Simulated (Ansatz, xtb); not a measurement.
Breaking the N3–H4 bond in CdH3N (SMILES [NH2][CdH]) (multiplicity 1 held, fragments rigid). Energies count from the point at 1.013 Å.
Geometry at that point (charge 0, multiplicity 1):
```xyz
5

Cd    -0.19315    -0.04078    -0.22747
H     -1.20928    -0.23635    -1.52039
N      1.16168     0.26843     1.25041
H      1.49907    -0.57553     1.69862
H      0.84969     0.89031     1.98724
```

Restricted levels (R-, RO-) in cc, def2 and unpolarised 6-31G sets keep to the state of the molecule at rest. U- levels take the lowest unrestricted solution at each point, which mixes spins at long bonds. Curves can end on different states.

Codes used: Ansatz (a first-principles code) with Gaussian orbitals; xtb for the GFN methods. Each number belongs to the level named beside it. In def2 rows elements past Kr take small-core potentials, without spin–orbit coupling. The GFN methods have no spin term and hold the electronic entropy of 300 K.

### Question
One of these levels gives 82.68 kcal/mol for the energy at R = 3.243 Å. Name it.
(A) R-r2SCAN/def2-TZVPP
(B) U-HF/def2-TZVPP
(C) U-B3LYP/def2-TZVPP
(D) GFN2-xTB

### Answer
B, U-HF/def2-TZVPP. The others give 123.77 (GFN2-xTB), 151.31 (R-r2SCAN/def2-TZVPP), 111.11 (U-B3LYP/def2-TZVPP)

Doubts at one or more of the structures used: a spin-contaminated determinant (U-HF/def2-TZVPP, U-B3LYP/def2-TZVPP); a restricted determinant that unrestricted orbitals would lower (R-r2SCAN/def2-TZVPP).
